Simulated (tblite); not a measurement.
Record of a relaxation.

Compound: C2H7O3SeSi (doublet state).
Numbering: `[OH:1][C:2]([OH:3])[CH2:4][Si@H:5]([OH:6])[SeH:7]` (hydrogens: H8 on O1; H9 on O3; H10, H11 on C4; H12 on Si5; H13 on O6; H14 on Se7)

Computed with GFN2-xTB (tblite), gas phase: L-BFGS steps from a force-field or distance-geometry start until the largest atomic force falls under 0.01 eV/Å. 6 of its 197 geometries are shown.

Step 0: E = -678.4078 eV, largest atomic force 2.674 eV/Å
```
atom  x, y, z in Å  |  force x, y, z in eV/Å
O1     -2.474   -1.400   -0.414    0.835  -0.474   0.471
C2     -1.619   -0.328   -0.169    0.102  -0.857   0.602
O3     -2.063    0.522    0.820   -1.356   0.640  -1.065
C4     -0.182   -0.701   -0.089    0.393  -1.073  -0.801
Si5     0.974    0.705    0.266    0.443   2.488  -0.875
O6      0.957    1.861   -1.004    0.158  -1.835   1.001
Se7     3.082   -0.205    0.270    1.035   0.117   0.123
H8     -2.011   -2.213   -0.065   -0.815   0.736  -0.601
H9     -2.991    0.797    0.540    1.339  -0.426   0.730
H10     0.040   -1.514    0.652   -0.387   0.361  -0.334
H11     0.140   -1.122   -1.082   -0.426   0.086   0.641
H12     0.781    1.309    1.573   -0.038   0.209  -0.185
H13     1.216    1.437   -1.842   -0.198   0.572   0.480
H14     4.149    0.852    0.521   -1.085  -0.544  -0.187
```

Step 39: E = -679.0389 eV, largest atomic force 0.057 eV/Å
```
atom  x, y, z in Å  |  force x, y, z in eV/Å
O1     -2.536   -1.354   -0.143   -0.025  -0.013   0.020
C2     -1.525   -0.402   -0.190   -0.018  -0.020  -0.027
O3     -1.845    0.735    0.511    0.008  -0.007  -0.001
C4     -0.107   -0.826   -0.103    0.011   0.006  -0.007
Si5     0.990    0.684    0.254    0.036   0.021  -0.019
O6      1.014    1.840   -0.875   -0.015  -0.022   0.027
Se7     3.087   -0.304    0.387   -0.031  -0.025   0.004
H8     -2.172   -2.220   -0.344   -0.024  -0.010  -0.013
H9     -2.785    0.696    0.720   -0.040   0.040   0.006
H10     0.036   -1.558    0.708    0.007   0.000  -0.008
H11     0.191   -1.331   -1.027    0.039   0.018   0.003
H12     0.717    1.434    1.463    0.034  -0.009  -0.003
H13     1.126    1.684   -1.810   -0.005  -0.029   0.021
H14     3.808    0.922    0.426    0.022   0.050  -0.004
```

Step 78: E = -679.0469 eV, largest atomic force 0.026 eV/Å
```
atom  x, y, z in Å  |  force x, y, z in eV/Å
O1     -2.543   -1.336   -0.053    0.011  -0.017   0.001
C2     -1.501   -0.431   -0.221    0.002   0.006   0.012
O3     -1.772    0.781    0.366   -0.013   0.007  -0.022
C4     -0.087   -0.871   -0.105    0.000   0.016   0.007
Si5     0.994    0.638    0.316    0.004  -0.006   0.001
O6      0.981    1.824   -0.780   -0.009   0.003  -0.001
Se7     3.133   -0.259    0.380   -0.004  -0.003   0.002
H8     -2.251   -2.216   -0.307    0.000   0.011   0.008
H9     -2.716    0.825    0.563    0.003  -0.014  -0.002
H10     0.027   -1.629    0.684   -0.007   0.007  -0.013
H11     0.249   -1.346   -1.034    0.006   0.011   0.017
H12     0.733    1.341    1.556    0.012  -0.018  -0.002
H13     0.969    1.667   -1.722   -0.002   0.008  -0.009
H14     3.783    1.011    0.334   -0.002  -0.012   0.002
```

Step 118: E = -679.1621 eV, largest atomic force 0.064 eV/Å
```
atom  x, y, z in Å  |  force x, y, z in eV/Å
O1     -2.458   -1.124    0.362    0.001  -0.024   0.019
C2     -1.429   -0.549   -0.369   -0.011   0.024  -0.001
O3     -1.657    0.800   -0.560    0.037   0.012  -0.013
C4     -0.021   -0.952   -0.155   -0.023  -0.012  -0.014
Si5     1.060    0.514    0.441    0.013   0.008  -0.006
O6      1.019    1.768   -0.579    0.001  -0.007   0.045
Se7     3.214   -0.257    0.312   -0.001   0.029   0.031
H8     -2.319   -2.073    0.428    0.016   0.019   0.031
H9     -2.577    0.970   -0.330   -0.036  -0.009   0.007
H10     0.028   -1.783    0.550   -0.018  -0.011  -0.020
H11     0.424   -1.308   -1.090   -0.010  -0.002  -0.028
H12     0.746    0.933    1.807    0.005  -0.014  -0.038
H13     0.166    2.040   -0.918    0.055  -0.031  -0.010
H14     3.804    1.020    0.080   -0.031   0.017  -0.003
```

Step 157: E = -679.2329 eV, largest atomic force 0.067 eV/Å
```
atom  x, y, z in Å  |  force x, y, z in eV/Å
O1     -2.254   -0.759    0.716    0.054  -0.019  -0.034
C2     -1.434   -0.583   -0.392   -0.007   0.030  -0.003
O3     -1.667    0.645   -0.985   -0.023  -0.039   0.002
C4     -0.021   -1.008   -0.349   -0.008  -0.010   0.006
Si5     1.026    0.347    0.537   -0.001   0.017   0.033
O6      0.938    1.718   -0.315   -0.008  -0.006  -0.015
Se7     3.265   -0.134    0.538    0.020   0.007  -0.005
H8     -2.059   -1.603    1.134    0.016   0.033  -0.013
H9     -2.547    0.926   -0.707    0.002   0.019   0.003
H10     0.067   -1.976    0.137   -0.012  -0.017   0.006
H11     0.357   -1.109   -1.368   -0.023  -0.006   0.005
H12     0.568    0.547    1.912    0.010  -0.002  -0.019
H13     0.139    1.875   -0.822   -0.016   0.006   0.016
H14     3.620    1.114   -0.059   -0.004  -0.013   0.017
```

Step 196: E = -679.2371 eV, largest atomic force 0.009 eV/Å
```
atom  x, y, z in Å  |  force x, y, z in eV/Å
O1     -2.217   -0.673    0.732   -0.005  -0.004   0.006
C2     -1.430   -0.578   -0.408    0.000   0.002  -0.002
O3     -1.660    0.618   -1.063   -0.002   0.002  -0.002
C4     -0.027   -1.034   -0.371   -0.004  -0.001  -0.001
Si5     1.034    0.303    0.528   -0.005  -0.001  -0.004
O6      0.870    1.699   -0.271   -0.001   0.005   0.001
Se7     3.283   -0.129    0.458    0.001  -0.008   0.000
H8     -1.989   -1.470    1.217    0.003  -0.003   0.004
H9     -2.520    0.939   -0.765    0.002   0.003  -0.004
H10     0.038   -2.005    0.115    0.004  -0.006   0.000
H11     0.341   -1.142   -1.391    0.002  -0.003   0.000
H12     0.611    0.448    1.920    0.000   0.004   0.004
H13     0.059    1.825   -0.770    0.003   0.004  -0.002
H14     3.606    1.198    0.047    0.003   0.006   0.001
```

Question: Summarise the path.

Answer: The energy falls by 19.12 kcal/mol from step 0 to step 196; nine tenths of that is first reached at step 113. It rises by more than 0.2 meV at steps 85, 93, 96 and 99. The largest force goes from 2.674 to 0.009 eV/Å. Among the bonds Si5–O6 changes most, from 1.717 to 1.616 Å; the atoms move by 1.062 Å rms after alignment.

Question: Follow the three bonds and two angles with the largest change from start to end.

Answer: 
```tsv
step	E above end (kcal/mol)	largest force (eV/Å)	Si5–O6 (Å)	Se7–H14 (Å)	C4–Si5 (Å)	Si5–Se7–H14 (°)	C4–Si5–Se7 (°)
0	19.12	2.674	1.717	1.523	1.854	111.7	105.8
9	6.62	0.393	1.614	1.448	1.910	97.4	101.7
17	5.12	0.162	1.616	1.430	1.905	94.5	100.5
26	4.77	0.077	1.614	1.428	1.904	94.6	100.5
34	4.63	0.061	1.614	1.429	1.900	95.3	101.1
43	4.52	0.079	1.614	1.431	1.901	95.7	101.4
51	4.46	0.022	1.615	1.427	1.901	94.8	101.7
60	4.45	0.023	1.615	1.427	1.902	95.0	101.9
68	4.43	0.036	1.614	1.427	1.901	94.9	102.5
77	4.39	0.029	1.615	1.426	1.904	94.2	103.0
85	4.39	0.420	1.615	1.425	1.900	92.6	103.5
94	4.14	0.322	1.615	1.430	1.908	93.3	103.3
102	3.65	0.914	1.615	1.428	1.916	96.9	105.2
111	2.04	0.334	1.616	1.424	1.914	95.4	104.4
119	1.70	0.081	1.617	1.426	1.914	95.2	105.0
128	1.42	0.131	1.617	1.427	1.919	93.1	108.2
136	1.05	0.136	1.618	1.428	1.929	93.0	113.6
145	0.36	0.122	1.616	1.426	1.934	93.9	114.2
153	0.15	0.075	1.616	1.425	1.929	93.1	112.2
162	0.05	0.048	1.617	1.428	1.930	93.3	112.9
170	0.04	0.020	1.617	1.426	1.930	93.3	113.2
179	0.03	0.016	1.617	1.427	1.930	93.5	113.0
187	0.01	0.031	1.616	1.427	1.929	93.3	112.9
196	0.00	0.009	1.616	1.427	1.929	93.2	113.3
```

The cost below is that of the whole relaxation. The run took 1.1 s wall on Arm Neoverse V2, one thread, shared host with 96 logical CPUs at a one-minute load of 30.
